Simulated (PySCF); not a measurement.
BH2N.

```xyz
4

B      0.0000     0.0000     0.6923
N      0.0000     0.0000    -0.5410
H      0.0000     0.0000     1.8591
H      0.0000     0.0000    -1.5332
```
Charge 0, spin multiplicity 1.

Coordinates come from a B3LYP-D3(BJ)/def2-TZVPD optimisation.

Calculation: PBE0/pcSseg-2 in PySCF. Non-relativistic, no solvent.

Give the absolute GIAO shielding of each atom: isotropic value and principal components (ppm). (The exact figures need the calculation; the answer reports its results.)


```
atom  σ(iso)   σ11   σ22    σ33   span
----  ------  ----  ----  -----  -----
B1     104.4  48.1  48.1  217.1  169.1
N2     158.2  64.6  64.6  345.2  280.6
H3      29.8  26.6  26.6   36.3    9.6
H4      30.2  23.1  23.1   44.4   21.3
```
